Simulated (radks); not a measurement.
Q: All-electron atom: the iodine ion I4+ in [Kr] 4d10 5s2 5p1. All-electron calculation, scalar-relativistic Kohn-Sham, exchange-only LDA, spin-polarised, spherical densities, finite nucleus; open shells are filled with parallel spins first (spin-orbit coupling, left out, can overturn this in heavy ions); Fermi nuclear charge, rms radius 4.75 fm. Program: a radial shooting solver on a logarithmic mesh with Libxc functionals. Some entries of the table are withheld. Estimate them.

orbital,occ.,eigenvalue (hartree),<r> (bohr),<1/r> (bohr^-1)
1s up,1,-1212.318,0.02725,56.78
1s down,1,-1212.316,0.02725,56.78
2s up,1,-188.6933,0.1173,13.01
2s down,1,-188.6924,0.1173,13.01
2p up,3,-169.6282,0.1025,12.45
2p down,3,-169.6268,0.1025,12.45
3s up,1,-39.34066,0.3146,4.660
3s down,1,-39.33895,0.3146,4.660
3p up,3,-33.16043,0.3125,4.433
3p down,3,-33.15856,0.3125,4.433
3d up,5,-23.87364,0.2888,4.198
3d down,5,-23.87191,0.2888,4.198
4s up,1,-8.20944,0.7396,1.891
4s down,1,-8.20546,0.7394,1.891
4p up,3,-6.26702,0.7913,1.732
4p down,3,-6.26232,0.7908,1.733
4d up,5,-3.43047,0.9158,1.449
4d down,5,-3.42209,0.9128,1.453
5s up,1,-2.09689,1.791,0.7308
5s down,1,-2.04961,1.782,0.7364
5p up,1,-1.62898,2.038,0.6357
5p down,0,-1.57685,2.034,0.6387
6s up,0,(1),(2),0.3653
6s down,0,(3),(4),0.3568
4f up,0,(5),1.994,0.6735
4f down,0,(6),1.964,0.6898

A: 
(1) 6s up eigenvalue (hartree): -0.88647
(2) 6s up <r> (bohr): 3.606
(3) 6s down eigenvalue (hartree): -0.85586
(4) 6s down <r> (bohr): 3.673
(5) 4f up eigenvalue (hartree): -0.83692
(6) 4f down eigenvalue (hartree): -0.79863
